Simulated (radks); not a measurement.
Ge3+, 29 electrons, occupied as [Ne] 3s2 3p5.75 3d10 4s1 4f0.25 (fractional occupations, a model configuration).

Method: Dirac Kohn-Sham, OLYP, spin-unpolarised, spherical densities, finite nucleus; open shells are shared between the two j in proportion to 2j + 1; Fermi nuclear charge, rms radius 4.0742 fm; computed with a radial shooting solver on a logarithmic mesh with Libxc functionals.

Energy parts (eV):
part                       energy
total                  -57046.544
kinetic                 58257.203
electron-nucleus      -136568.275
Hartree                 23428.162
exchange-correlation    -2163.634

Orbitals (lengths in bohr, moments of r in powers of bohr; r(max) is where P^2 peaks):
| orbital | occ. | eigenvalue (eV) | <1/r> | <r^4> | r(max) |
|---|---|---|---|---|---|
| 1s1/2 | 2 | -10997.45 | 32.38 | 0.00002276 | 0.03073 |
| 2s1/2 | 2 | -1412.253 | 7.152 | 0.004682 | 0.1761 |
| 2p1/2 | 2 | -1260.991 | 7.113 | 0.003286 | 0.1391 |
| 2p3/2 | 4 | -1229.101 | 6.919 | 0.003508 | 0.1421 |
| 3s1/2 | 2 | -207.8377 | 2.298 | 0.3200 | 0.5422 |
| 3p1/2 | 1.91667 | -157.7927 | 2.173 | 0.3904 | 0.5370 |
| 3p3/2 | 3.83333 | -153.4853 | 2.127 | 0.4161 | 0.5454 |
| 3d3/2 | 4 | -68.4297 | 1.825 | 0.9106 | 0.4993 |
| 3d5/2 | 6 | -67.8209 | 1.813 | 0.9337 | 0.5021 |
| 4s1/2 | 1 | -42.0456 | 0.7230 | 22.04 | 1.598 |
| 4f5/2 | 0.107143 | -10.1710 | 0.2412 | 988.4 | 4.046 |
| 4f7/2 | 0.142857 | -10.1707 | 0.2412 | 988.6 | 4.046 |

The highest occupied level is 4f7/2 at -10.171 eV. Summed over all electrons, <r^2> = 20.55 bohr^2, which gives a Langevin (diamagnetic) susceptibility term of -16.3 x 10^-6 cm^3/mol.
